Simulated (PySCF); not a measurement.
The dipole of `CCc1cnn(C)c1` from its density and from atomic charges.

Coordinates (GFN2-xTB, Å) and charges (e) from the PBE0/pcSseg-1 density (PySCF):

```csv
atom,x,y,z,Mulliken,IAO,Hirshfeld,ESP-fitted
C1,-2.629,0.696,-0.070,-0.2654,-0.4115,-0.1193,-0.1138
C2,-1.791,-0.388,-0.749,-0.1134,-0.2556,-0.0658,+0.1742
C3,-0.418,-0.447,-0.167,-0.4745,-0.0763,-0.0390,-0.2376
C4,0.012,-1.180,0.952,+0.1817,-0.0952,-0.0421,+0.1457
N5,1.289,-0.963,1.203,-0.2333,-0.2571,-0.1544,-0.5964
N6,1.704,-0.103,0.281,-0.4460,+0.0467,+0.0407,+0.5483
C7,3.065,0.349,0.261,-0.0275,-0.3136,-0.0549,-0.3483
C8,0.711,0.238,-0.566,+0.2877,-0.1353,-0.0348,-0.3745
H9,-2.168,1.672,-0.202,+0.1094,+0.1385,+0.0353,+0.0423
H10,-2.710,0.497,0.996,+0.1140,+0.1410,+0.0376,+0.0329
H11,-3.630,0.724,-0.496,+0.1092,+0.1364,+0.0384,+0.0117
H12,-2.280,-1.356,-0.617,+0.1214,+0.1416,+0.0422,-0.0141
H13,-1.725,-0.181,-1.819,+0.1161,+0.1387,+0.0399,+0.0143
H14,-0.555,-1.850,1.566,+0.0696,+0.1581,+0.0537,+0.1286
H15,3.115,1.432,0.391,+0.1217,+0.1525,+0.0525,+0.1147
H16,3.547,0.082,-0.682,+0.1218,+0.1527,+0.0527,+0.1100
H17,3.585,-0.138,1.083,+0.1339,+0.1803,+0.0595,+0.1498
H18,0.869,0.922,-1.376,+0.0738,+0.1582,+0.0580,+0.2121
```

Problem. Compute μ = Σ q r for each scheme (1 e·Å = 4.803 D) and compare with the dipole of the full density.

Solution. The full density gives (0.52, 1.53, -1.64) D, 2.30 D in size; dipole vectors point from the negative to the positive end.

```tsv
scheme	μx	μy	μz	size (D)	share of the full size (%)	angle to the full dipole (°)
Mulliken	0.28	2.04	-1.69	2.66	116	10
IAO	1.13	1.46	-1.31	2.26	98	17
Hirshfeld	1.09	0.93	-0.86	1.67	72	28
ESP-fitted	0.49	1.52	-1.65	2.30	100	1
```

Problem. Which set comes closest?

Solution. Length of the difference vector: ESP-fitted 0.03 D, Mulliken 0.57 D, IAO 0.69 D, Hirshfeld 1.14 D. Closest: ESP-fitted. ESP charges are fitted to the potential around the molecule, whose slowest-falling term is the dipole's. 

Problem. What is left for the Hirshfeld atoms' own dipoles?

Solution. The shares of the density sum to the whole, so what Σ q r misses lies in dipoles about the nuclei. The atomic dipoles sum to (0.52, 1.53, -1.64) − (1.09, 0.93, -0.86) = (-0.57, 0.60, -0.78) D, 1.14 D in size.

Problem. With the origin at the mean of the coordinates, (0.000, 0.000, -0.001) Å, which are the largest single terms, by size, of the IAO dipole along the direction of the full one?

Solution. H14 -1.88, N5 +1.49, H18 +1.36, C7 -1.11, H15 +1.01 D; all 18 atoms together +2.16 D. The single terms depend on the origin, their sum doesn't.

Problem. Give the size of the full dipole in other units.

Solution. 2.30 D = 0.906 au = 0.480 e·Å = 7.68 × 10⁻³⁰ C·m.

Geometry: GFN2-xTB, one conformer, isolated molecule.

Conformer computed: `[CH3:1][CH2:2][c:3]1[cH:4][n:5][n:6]([CH3:7])[cH:8]1`: C1–C2–C3–C4 87°.
